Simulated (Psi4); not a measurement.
H, doublet. Base run: HF/6-311G** in Psi4 1.11.

Psi4 was given this input:
```
memory 2 GB

molecule mol {
0 2
  H     0.000000    0.000000    0.000000
}

set basis 6-311g**
set reference uhf

energy('scf')
print_variables()
```

The base run was repeated with changes; each row names its change, and settings that it needs were set with it.

```tsv
change	ΔE vs base (µEh)	SCF cycles	basis functions
base	0.0	2	6
scf_type = dfdirj+link	-1.0	3	6
puream = false	0.0	2	6
d_convergence = 1e-4	0.0	2	6
e_convergence = 1e-4	0.0	2	6
df_basis_scf = def2-universal-jkfit	0.0	2	6
basis_guess = sto-3g	0.0	5	6
diis_max_vecs = 3	0.0	2	6
level_shift = 1.0	0.0	2	6
guess = core	0.0	2	6
e_convergence = 1e-10	0.0	2	6
scf_type = pk	0.0	2	6
cholesky_tolerance = 1e-6 (with scf_type cd)	0.0	2	6
```

Open shells are given as the SCF converged; they aren't shown to be the lowest states, and a large step between rows can be another state.
